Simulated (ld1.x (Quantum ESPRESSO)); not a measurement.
## Transferability test, TM potential for W

```json
{
 "Element": "W (Z = 74)",
 "Generator": "ld1.x (Quantum ESPRESSO) 7.5",
 "Type": "norm-conserving Troullier–Martins (Kleinman–Bylander form)",
 "Functional": "PBEsol",
 "Relativity": "scalar-relativistic",
 "Frozen core": "[Xe]",
 "Valence charge": "20",
 "Reference configuration": "4f14 5d4 6s1.5 6p0.5",
 "Partial waves": "6p (bound): rc 3.95 bohr; 5d (bound): rc 1.75 bohr; 4f (bound): rc 1.00 bohr; 6s (bound): rc 2.50 bohr",
 "Local potential": "the s channel",
 "Core correction": "none"
}
```

Energies are relative to the spin-unpolarised reference configuration 4f14 5d4 6s1.5 6p0.5; without spin polarisation the order of configurations can differ from experiment. The frozen-core shift is the all-electron ΔE with the core orbitals held at their reference shape minus the fully relaxed ΔE.

```json
{"valence configuration": "4f14 5d4 6s2 6p0", "charge": "0", "ΔE all-electron (eV)": "-2.239", "error AE − PS (meV)": "+0.7", "frozen-core shift (meV)": "-0.3"}
{"valence configuration": "4f14 5d4 6s1 6p0", "charge": "+1", "ΔE all-electron (eV)": "6.685", "error AE − PS (meV)": "-6.9", "frozen-core shift (meV)": "+3.2"}
{"valence configuration": "4f14 5d4 6s0 6p0", "charge": "+2", "ΔE all-electron (eV)": "22.381", "error AE − PS (meV)": "-10", "frozen-core shift (meV)": "+15"}
{"valence configuration": "4f13 5d5 6s1 6p0", "charge": "+1", "ΔE all-electron (eV)": "39.624", "error AE − PS (meV)": "-1896", "frozen-core shift (meV)": "+721"}
{"valence configuration": "4f14 5d4.5 6s1.5 6p0", "charge": "0", "ΔE all-electron (eV)": "-1.543", "error AE − PS (meV)": "-12", "frozen-core shift (meV)": "+7.9"}
{"valence configuration": "4f14 5d5 6s1 6p0", "charge": "0", "ΔE all-electron (eV)": "-0.696", "error AE − PS (meV)": "-41", "frozen-core shift (meV)": "+24"}
{"valence configuration": "4f14 5d3 6s2 6p1", "charge": "0", "ΔE all-electron (eV)": "1.826", "error AE − PS (meV)": "-46", "frozen-core shift (meV)": "+29"}
```

Levels in the configuration 4f14 5d3 6s2 6p1:

```
level  all-electron (eV)  pseudo (eV)
   4f            -37.254      -38.037
   5d             -7.362       -7.451
   6s             -7.443       -7.435
   6p             -2.377       -2.358
```

These tests converged, but a pseudo level misses the all-electron one widely, so the file describes the atom poorly there or has found another state: 4f13 5d5 6s1 6p0: 4f by 4.6 eV. ld1.x printed “convergence not achieved” for 6 of the counted tests; their residual had stalled under 1e-8, short of the target of 1e-14. A variational frozen-core shift is positive and of second order in the change. This column holds negative values, so the frozen-core run of ld1.x carries numerical noise or an error of first order here, and the column gives no more than the rough size of the effect.
